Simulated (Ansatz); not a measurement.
CHFGeO, SMILES `O=[CH][Ge][F]` (lower singlet; O–C–Ge–F torsion 176°) (charge 0, multiplicity 1). This singlet lies 1.13 eV below the relaxed triplet at the level frozen-core CCSD(T)/cc-pVTZ // B3LYP-D3(BJ)/def2-TZVP (Ansatz, a quantum-chemistry and plane-wave program).

Cartesian coordinates (Å):
```xyz
5

O     -1.7300    -0.5957     0.2610
C     -0.7055    -0.0569    -0.0840
Ge     1.0763    -0.5028     0.9225
F      2.0678     0.4917    -0.1606
H     -0.7086     0.6637    -0.9389
```
Charge 0, multiplicity 1.

The restricted HF start is unstable towards unrestricted orbitals.

**Question.** Give the natural occupations of the active orbitals, the CASSCF energy and the corrected energy for Ansatz with frozen-core fic-MRCISD+Q@CASSCF(2e,2o)/cc-pVTZ // B3LYP-D3(BJ)/def2-TZVP.

**Answer.** 
```
Item                             Value
-----------------------  -------------
natural occupations         1.92, 0.08
CASSCF energy            -2288.2617 Ha
corrected energy         -2289.0317 Ha
weight of the reference          0.874
```
